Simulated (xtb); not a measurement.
C2H9GaN (SMILES [CH3][Ga]([CH3])<-[NH3]), doublet, from a rough starting geometry (GFN-xTB shapes and energies of metal compounds can be far from the true ones) (the spin is typed, not shown lowest); GFN2-xTB (xtb 6.7.1).

Input for xtb:
```
$ xtb mol.xyz --gfn 2 --uhf 1 --opt vtight --json

# file mol.xyz
13

Ga     0.75845043     0.15581941     0.93847878
C      1.41908306     1.08998691    -0.85983280
H      2.37315391     0.70025813    -1.15242898
H      1.52054210     2.15340539    -0.76171168
H      0.67541799     0.96689908    -1.66046422
C     -1.33936527     0.65551616     1.39752098
H     -1.90877355    -0.26655406     1.41354355
H     -1.67337493     1.29633698     0.65093515
H     -1.32595836     1.09332098     2.42666586
N      0.01624086    -1.73850360    -0.38920207
H     -0.59614828    -1.33423152    -1.14905277
H     -0.51673508    -2.48259231     0.07896967
H      0.75859730    -2.19134398    -0.89164891
```

Task: Predict the main parts of the log of this xtb run.

Result: 
```
   ID    Z sym.   atoms
    1   31 Ga     1
    2    6 C      2, 6
    3    1 H      3-5, 7-9, 11-13
    4    7 N      10

           -------------------------------------------------
          |                Calculation Setup                |
           -------------------------------------------------

molecular fragmentation (1/2 indicates fragments):
1111111112222
# atoms in fragment 1/2:     9     4
 fragment masses (1/2) :       99.79       17.03
CMA distance (Bohr)    :   4.758
constraining FC (au)   :  0.0500

           -------------------------------------------------
          |                 G F N 2 - x T B                 |
           -------------------------------------------------

          ...................................................
          :                      SETUP                      :
          :.................................................:
          :  # basis functions                  31          :
          :  # atomic orbitals                  30          :
          :  # shells                           18          :
          :  # electrons                        25          :
          :  max. iterations                   250          :
          :  Hamiltonian                  GFN2-xTB          :
          :  restarted?                      false          :
          :  GBSA solvation                  false          :
          :  PC potential                    false          :
          :  electronic temp.          300.0000000     K    :
          :  accuracy                    1.0000000          :
          :  -> integral cutoff          0.2500000E+02      :
          :  -> integral neglect         0.1000000E-07      :
          :  -> SCF convergence          0.1000000E-05 Eh   :
          :  -> wf. convergence          0.1000000E-03 e    :
          :  Broyden damping             0.4000000          :
          :  net charge                          0          :
          :  unpaired electrons                  1          :
          ...................................................

 iter      E             dE          RMSdq      gap      omega  full diag
   1    -12.9833689 -0.129834E+02  0.471E+00    4.56       0.0  T
   2    -13.0597687 -0.763998E-01  0.407E+00    4.51       1.0  T
   3    -13.0602845 -0.515854E-03  0.326E+00    4.49       1.0  T
   4    -13.0597802  0.504304E-03  0.480E-01    4.44       1.0  T
   5    -13.0605772 -0.797025E-03  0.307E-01    4.44       1.0  T
[...]
 * total energy  :   -12.9040807 Eh     change       -0.6182774E-05 Eh
 * total energy  :   -12.9040850 Eh     change       -0.4354271E-05 Eh
 * total energy  :   -12.9040882 Eh     change       -0.3211060E-05 Eh
 * total energy  :   -12.9040907 Eh     change       -0.2437738E-05 Eh
 * total energy  :   -12.9040922 Eh     change       -0.1519712E-05 Eh
 * total energy  :   -12.9040928 Eh     change       -0.6211049E-06 Eh
 * total energy  :   -12.9040931 Eh     change       -0.2928261E-06 Eh
 * total energy  :   -12.9040934 Eh     change       -0.3350355E-06 Eh
 * total energy  :   -12.9040938 Eh     change       -0.3792483E-06 Eh
 * total energy  :   -12.9040940 Eh     change       -0.1614420E-06 Eh
 * total energy  :   -12.9040941 Eh     change       -0.1090439E-06 Eh
 * total energy  :   -12.9040942 Eh     change       -0.8352524E-07 Eh
   *** GEOMETRY OPTIMIZATION CONVERGED AFTER 36 ITERATIONS ***
         :: total energy             -12.904094172234 Eh    ::
[...]
    12   1 H        0.860     0.182     1.202     1.717
    13   1 H        0.860     0.185     1.185     1.705

 Mol. C6AA /au·bohr⁶  :       1822.489925
 Mol. C8AA /au·bohr⁸  :      76709.287484
 Mol. α(0) /au        :         76.183207

Wiberg/Mayer (AO) data.
largest (>0.10) Wiberg bond orders for each atom

 ---------------------------------------------------------------------------
     #   Z sym  total        # sym  WBO       # sym  WBO       # sym  WBO
 ---------------------------------------------------------------------------
     1  31 Ga   2.370 --     6 C    0.847     2 C    0.847    10 N    0.356
     2   6 C    3.856 --     4 H    0.951     3 H    0.949     5 H    0.945
                             1 Ga   0.847     6 C    0.146
     3   1 H    1.000 --     2 C    0.949
     4   1 H    1.000 --     2 C    0.951
     5   1 H    1.000 --     2 C    0.945
     6   6 C    3.856 --     9 H    0.951     7 H    0.948     8 H    0.945
                             1 Ga   0.847     2 C    0.146
     7   1 H    1.000 --     6 C    0.948
     8   1 H    1.000 --     6 C    0.945
     9   1 H    1.000 --     6 C    0.951
    10   7 N    3.237 --    12 H    0.955    13 H    0.953    11 H    0.947
                             1 Ga   0.356
    11   1 H    0.962 --    10 N    0.947
    12   1 H    0.967 --    10 N    0.955
    13   1 H    0.966 --    10 N    0.953
 ---------------------------------------------------------------------------

Topologies differ in total number of bonds
Writing topology from bond orders to xtbtopo.mol

molecular dipole:
                 x           y           z       tot (Debye)
 q only:       -0.181      -1.311      -0.518
   full:       -0.404      -1.356      -0.803       4.135
molecular quadrupole (traceless):
                xx          xy          yy          xz          yz          zz
 q only:       -2.627       0.053       4.130       1.767       1.992      -1.503
  q+dip:       -2.707       0.678       4.624       0.156       2.571      -1.917
   full:       -3.628       0.630       6.007       1.082       3.177      -2.379

optimized geometry written to: xtbopt.xyz

           -------------------------------------------------
          | TOTAL ENERGY              -12.904094172234 Eh   |
          | GRADIENT NORM               0.000075073605 Eh/α |
          | HOMO-LUMO GAP               4.461496202851 eV   |
           -------------------------------------------------
```
